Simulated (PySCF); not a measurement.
C2H8FNOSi, SMILES C[Si@@](N)(O)CF. Atoms are numbered in the order given.

```xyz
14

C      1.6511    -0.4745     0.7983
Si     0.2511     0.2882    -0.1703
N     -0.2574     1.6957     0.6932
O      0.6212     0.6930    -1.7505
C     -1.0936    -1.0209    -0.4063
F     -1.4488    -1.4942     0.8657
H      2.1687    -1.2401     0.1985
H      1.2519    -0.9731     1.6971
H      2.3988     0.2688     1.1187
H     -1.1223     2.1711     0.4525
H     -0.0911     1.7521     1.6931
H      1.1525     1.4916    -1.8537
H     -1.9994    -0.6215    -0.9000
H     -0.7479    -1.8780    -1.0143
```
Charge 0, spin multiplicity 1.

Geometry optimised at r2SCAN-D4/def2-SVP. The structure was generated by enumeration; whether it is a known compound was not checked. One conformer was computed; it need not be the lowest.

All values below come from KT2/pcSseg-1 run with PySCF.

GIAO shieldings, no solvent; atoms listed in one row are averaged. δ = σ(ref) − σ: ¹³C against TMS (σ = 185.1 ppm); ²⁹Si against TMS (σ = 361.9 ppm); ¹⁵N against NH3 (σ = 266.2 ppm); ¹⁷O against H2O (σ = 330.4 ppm); ¹⁹F against CFCl3 (σ = 127.1 ppm); ¹H against TMS (σ = 31.47 ppm), references at their B3LYP-D3(BJ)/def2-TZVP geometries, non-relativistic.

Computed chemical shifts:
| nucleus | atoms | count | δ (ppm) |
|---|---|---|---|
| ¹³C | C5 | 1 | 80.6 |
| ¹³C | C1 | 1 | -2.2 |
| ²⁹Si | Si2 | 1 | -3.3 |
| ¹⁵N | N3 | 1 | 33.2 |
| ¹⁷O | O4 | 1 | 56.4 |
| ¹⁹F | F6 | 1 | -335.4 |
| ¹H | H14 | 1 | 4.83 |
| ¹H | H13 | 1 | 4.63 |
| ¹H | H12 | 1 | 1.34 |
| ¹H | H11 | 1 | 1.06 |
| ¹H | H10 | 1 | 0.81 |
| ¹H | H7, H8, H9 | 3 | 0.41 |
